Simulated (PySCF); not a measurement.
C₂H₈AlBrN₂. Atoms are numbered in the order given.

```xyz
14

Al    -0.0084     0.6295    -0.2720
Br    -1.1000    -1.3266    -0.5273
N     -0.4833     1.9817    -1.3041
H     -1.2196     1.9170    -1.9988
H     -0.0850     2.9138    -1.3058
N      1.2748     0.7326     0.9475
C      1.6870    -0.3616     1.8037
C      2.0238     1.9504     1.1832
H      2.7551    -0.6174     1.6554
H      1.5556    -0.1141     2.8759
H      1.0943    -1.2652     1.5939
H      1.9093     2.3100     2.2253
H      3.1084     1.8095     1.0036
H      1.6838     2.7607     0.5176
```
Charge 0, spin multiplicity 1.

Geometry optimised at ωB97X-D3(BJ)/def2-SVP. Other conformers were not sampled.

These are HF/pcSseg-1 (PySCF) values and carry that method's errors.

GIAO shieldings, no solvent; atoms listed in one row are averaged. δ = σ(ref) − σ: ¹⁵N against NH3 (σ = 267.3 ppm); ¹H against TMS (σ = 31.99 ppm); ¹³C against TMS (σ = 192.6 ppm), references at their B3LYP-D3(BJ)/def2-TZVP geometries, non-relativistic (without spin–orbit terms, shifts of atoms bonded to Cl or Br come out too high).

Task: Estimate the chemical shifts. (Estimate from the structure and the level; the computed values follow.)

Result: 
```csv
nucleus,atoms,count,δ (ppm)
¹⁵N,N6,1,13.9
¹⁵N,N3,1,4.5
¹H,"H9, H10, H11",3,2.78
¹H,"H12, H13, H14",3,2.68
¹H,H4,1,0.87
¹H,H5,1,0.75
¹³C,"C7, C8",2,38.8
```
